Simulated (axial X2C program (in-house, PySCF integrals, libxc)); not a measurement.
# Potential curves of In₂, two-component

All values were computed with an in-house all-electron X2C program for linear molecules (integrals from PySCF). Two-component (2c) means X2C with spin–orbit coupling and atomic mean-field two-electron Coulomb and Gaunt terms. Basis: In dyall-cv3z [11s12p9d4f1g] (cores contracted in-house); Gaussian nuclei, density fitting, unrestricted open shells. Masses: In 114.904 u.

State: Ω = 1 (⟨Sz⟩ = -0.01, ⟨Lz⟩ = 1.01 at TPSS). Energies in cm⁻¹ from the lowest point of each curve. Fits are polynomials in 1 − R0/R over 0.85 to 1.23 times the lowest point R0.

```json
{"R (Å)": "2.6492", "TPSS": "2482"}
{"R (Å)": "2.7710", "TPSS": "1021"}
{"R (Å)": "2.8623", "TPSS": "406"}
{"R (Å)": "2.9536", "TPSS": "91"}
{"R (Å)": "3.0450", "TPSS": "0"}
{"R (Å)": "3.1516", "TPSS": "102"}
{"R (Å)": "3.2582", "TPSS": "360"}
{"R (Å)": "3.3952", "TPSS": "845"}
{"R (Å)": "3.5626", "TPSS": "1566"}
{"R (Å)": "3.8062", "TPSS": "2705"}
```

The state is a single determinant with fixed occupations, the lowest that a limited PBE0 search found. Density functionals use the spin component along the axis (collinear). Without a current term, density functionals place determinants with orbital angular momentum somewhat too high. With several unpaired electrons one determinant need not be a pure state. At some level and bond length an empty orbital lies below a filled one. The lowest spin-free determinant has another configuration (M_S = 1, Λ = 1), so the order of states is uncertain and this need not be the ground state.

(1) What are Re and ωe at the TPSS level?

Results:

(1) At TPSS, 2c: Re = 3.044 Å, ωe ≈ 108 cm⁻¹; Be follows as 0.0317 cm⁻¹.
